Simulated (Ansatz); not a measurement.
Consider the ligand exchange at the Si–O bond: `O[SiH](O)O` + `[SiH3]S` → `O[SiH](O)S[SiH3]` + H₂O.

Gas-phase electronic energies from Ansatz, PBE0-D4/def2-TZVP geometries. CCSD(T)/CBS adds triple-zeta CCSD(T) − MP2 to the extrapolated MP2 energy (def2 sets, frozen cores). This one scheme is used for every species. DFT in def2-TZVPP. One conformer a species, not always the lowest.

`O[SiH](O)O`:

Z-matrix (Å, degrees):
```
Si
O 1 1.641
O 1 1.633 2 105.0
O 1 1.630 2 114.4 3 -119.5
H 1 1.476 2 110.6 3 122.9
H 2 0.958 1 117.9 3 -173.6
H 3 0.958 1 116.6 2 25.4
H 4 0.959 1 117.6 2 72.3
```

`[SiH3]S`:

```xyz
6

Si   -0.081   -0.522    0.009
S    -0.305    1.512    0.626
H    -0.527   -0.721   -1.393
H    -0.946   -1.295    0.930
H     1.327   -0.978    0.132
H     0.532    2.003   -0.304
```

`O[SiH](O)S[SiH3]`:

Cartesian coordinates in Å:
```
O -0.014 1.809 -1.161
Si 0.765 0.442 -0.743
O 2.372 0.674 -0.947
S 0.492 -0.118 1.303
Si -1.417 -1.064 1.100
H 0.199 2.612 -0.681
H 0.198 -0.597 -1.627
H 2.967 0.089 -0.478
H -2.379 -0.171 0.409
H -1.302 -2.335 0.343
H -1.881 -1.341 2.481
```

H₂O:

Z-matrix (Å, degrees):
```
O
H 1 0.960
H 1 0.960 2 105.1
```

```tsv
level	ΔE (kJ/mol)
CAM-B3LYP-D4	54.4
MP2/def2-SVP	47.2
```

(1) What does CCSD(T)/CBS give? (An estimate is asked.)

(2) What do rigid-rotor, harmonic-oscillator terms from PBE0-D4/def2-TZVP frequencies (298.15 K, 1 bar) make of the CCSD(T)/CBS value? (An estimate is asked.)

Largest T1 diagnostic among the species: 0.012.

## Answers

(1) The calculation gave: +42.6 kJ/mol. The listed levels differ from it by 11.8, 4.6 kJ/mol.

(2) Ansatz gave: ΔZPE = +2.4 kJ/mol, ΔH = +48.9 kJ/mol, ΔS = -2 J/(mol·K), ΔG = +49.4 kJ/mol. Modes under 50 cm⁻¹ make the entropy rough.

In def2-TZVPP, CCSD(T) changes the Hartree–Fock value by −21.0 kJ/mol (the triples alone add −4.5 kJ/mol) and MP2 by −26.2 kJ/mol. The D4 term adds −11.6 kJ/mol with B3LYP and −6.6 kJ/mol with PBE0; it sums over pairs of atoms, weighted by their polarisabilities, and B3LYP, whose exchange is more repulsive, gets the larger term. From BLYP to BHLYP (50 % exact exchange), in def2-TZVPP and without D4, ΔE moves by +5.4 kJ/mol.

B3LYP here is the variant with VWN-RPA as its local correlation; programs differ in this.
